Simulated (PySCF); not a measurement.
InI2, SMILES [I][In+][I], charge +1.

Geometry: B3LYP-D3(BJ)/def2-SVP. The multiplicity is an assumed one; other spin states were not compared. The isomer is the one that the SMILES or the coordinates give; other isomers of the formula were not compared. The def2 effective core potentials stand for the cores of I, In; spin–orbit coupling is left out.

Computed with TDDFT-PBE/def2-SVPD run with PySCF.

Vertical excitations; the highest root listed may be one member of a degenerate set. Gas-phase values at a fixed geometry. State labels are in the subgroup D2h.

| state | symmetry | energy (eV) | λ (nm) | f | main pairs |
|---|---|---|---|---|---|
| S1 | B2g | 2.50 | 496 | 0.000 | HOMO−1→LUMO (degenerate set) |
| S2 | B3g | 2.50 | 496 | 0.000 | HOMO→LUMO (degenerate set) |
| S3 | B3u | 2.83 | 439 | 0.005 | HOMO−2→LUMO (degenerate set) |
| S4 | B2u | 2.83 | 439 | 0.005 | HOMO−3→LUMO (degenerate set) |
| S5 | Au | 4.17 | 297 | 0.000 | HOMO→LUMO+2 50 %, HOMO−1→LUMO+1 50 % |
| S6 | Au | 4.24 | 292 | 0.000 | HOMO−1→LUMO+1, HOMO→LUMO+2 (degenerate set) |
| S7 | B1u | 4.24 | 292 | 0.000 | HOMO→LUMO+1, HOMO−1→LUMO+2 (degenerate set) |
| S8 | B1u | 4.37 | 284 | 0.001 | HOMO−1→LUMO+2 34 %, HOMO→LUMO+1 34 %, HOMO−4→LUMO 31 % |
| S9 | B1g | 4.49 | 276 | 0.000 | HOMO−2→LUMO+1 50 %, HOMO−3→LUMO+2 50 % |
| S10 | B1g | 4.58 | 271 | 0.000 | HOMO−3→LUMO+2 50 %, HOMO−2→LUMO+1 50 % |
| T1 | B3g | 2.13 | 583 | 0 | HOMO→LUMO (degenerate set) |
| T2 | B2g | 2.13 | 583 | 0 | HOMO−1→LUMO (degenerate set) |
| T3 | B3u | 2.42 | 512 | 0 | HOMO−2→LUMO (degenerate set) |
| T4 | B2u | 2.42 | 512 | 0 | HOMO−3→LUMO (degenerate set) |
Triplets are in the Tamm–Dancoff approximation, which puts them higher than full response would, so one can lie above its singlet here.
